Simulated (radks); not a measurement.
Results of a calculation; reference values are marked as such.
Effect of the nuclear size on neutral potassium, [Ar] 4s1. Code: a radial shooting solver on a logarithmic mesh with Libxc functionals. Model: Dirac Kohn-Sham, relativistic LDA (MacDonald-Vosko exchange, VWN5 correlation), spin-unpolarised, spherical densities, finite nucleus; Fermi nuclear charge, rms radius 3.4349 fm. The rms radius is varied about that value; shifts are against it.

rms radius (fm)	total energy shift (eV)	density at nucleus (e/bohr^3)	1s1/2 shift (meV)	2s1/2 shift (meV)
2.7651	-0.00823	5165	-3.46	-0.267
3.3044	-0.00174	5143	-0.732	-0.056
3.4349	0	5139	0.000	0.000
3.6479	0.00298	5132	1.25	0.097
3.8917	0.00661	5124	2.78	0.214

Slopes of the eigenvalues against <r^2> in GHz/fm^2, as finite differences over the two radii next to the reference (eigenvalue slopes, not the field-shift constants of lines): 1s1/2 201, 2s1/2 15.5.
